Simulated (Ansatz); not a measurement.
Reaction (substitution at a C–Si bond): `O=C[SiH](O)CO` + `BS` → `BSC=O` + `OC[SiH2]O`

Gas-phase electronic energies from Ansatz, PBE0-D4/def2-TZVP geometries. CCSD(T)/CBS adds triple-zeta CCSD(T) − MP2 to the extrapolated MP2 energy (def2 sets, frozen cores). This one scheme is used for every species. DFT in def2-TZVPP. B3LYP here is the variant with VWN-RPA as its local correlation; programs differ in this. One conformer a species, not always the lowest.

```tsv
level	ΔE (kcal/mol)	difference from CCSD(T)/CBS
PBE-D4	-2.8	-2.2
r2SCAN-D4	-2.7	-2.1
PBE0-D4	-1.7	-1.1
B3LYP-D4	-1.3	-0.7
ωB97X-V	-0.3	0.3
ωB97M-V	0.0	0.6
B2PLYP	-1.7	-1.1
PBE	-3.1	-2.5
r2SCAN	-2.8	-2.2
PBE0	-2.0	-1.4
B3LYP	-1.8	-1.2
HF/def2-TZVPP	0.3	0.9
MP2/def2-TZVPP	-1.6	-1.0
SCS-MP2/def2-TZVPP	-1.1	-0.5
CCSD/def2-TZVPP	0.5	1.1
CCSD(T)/def2-TZVPP	-0.2	0.4
HF/def2-QZVPP	0.1	0.7
MP2/def2-QZVPP	-1.9	-1.3
SCS-MP2/def2-QZVPP	-1.3	-0.7
HF/CBS(def2)	0.1	0.7
MP2/CBS(def2)	-2.0	-1.4
CCSD/CBS(def2)	0.2	0.8
CCSD(T)/CBS	-0.6	0
```

Largest T1 diagnostic among the species: 0.018.

From PBE to PBE0 (25 % exact exchange), in def2-TZVPP and without D4, ΔE moves by +1.1 kcal/mol.
